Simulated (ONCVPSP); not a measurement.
# Configuration tests for Pb (ONCV)

ONCVPSP 4.0.1 input, shortened (lines: element, Z, core and valence counts, functional; n l f; lmax; l rc ep ncon nbas qcut; lloc lpopt rc5 dvloc0; l nproj debl; icmod fcfact rcfact), LDA (Perdew-Wang 92), scalar-relativistic:

```
  Pb 82.00   13    2  -001012      upf
    1    0    2.00
    2    0    2.00
    2    1    6.00
    3    0    2.00
    3    1    6.00
    3    2   10.00
    4    0    2.00
    4    1    6.00
    4    2   10.00
    4    3   14.00
    5    0    2.00
    5    1    6.00
    5    2   10.00
    6    0    2.00
    6    1    1.00
    1
    0    1.80    0.00    5    9    2.90
    1    2.20    0.00    5   10    3.40
    4    5    1.12    0.00
    0    2    1.40
    1    2    2.60
    0    0.00    0.00
```

Energies are relative to the spin-unpolarised reference configuration 6s2 6p1; without spin polarisation the order of configurations can differ from experiment.

| valence configuration | charge | ΔE all-electron (eV) | error AE − PS (meV) |
| --- | --- | --- | --- |
| 6s2 6p0 | +2 | 13.756 | +32 |
| 6s1 6p0 | +3 | 46.631 | +236 |

**Question.** What are ΔE and the potential's error for 6s2 6p2?

**Answer.** ΔE = -6.827 eV all-electron; the error (AE − PS) is +16 meV.

**Question.** What are ΔE and the potential's error for 6s1 6p2?

**Answer.** ΔE = 9.602 eV all-electron; the error (AE − PS) is +24 meV.

Levels in the configuration 6s2 6p0:

```csv
level,all-electron (eV),pseudo (eV)
6s,-27.874,-27.811
```

Note: ghosts flagged at negative energy: s at -119.2 eV, p at -53.8 eV; GHOST(+) flagged for s at 100.9 eV. A true bound ghost makes a file unfit for plane-wave use.
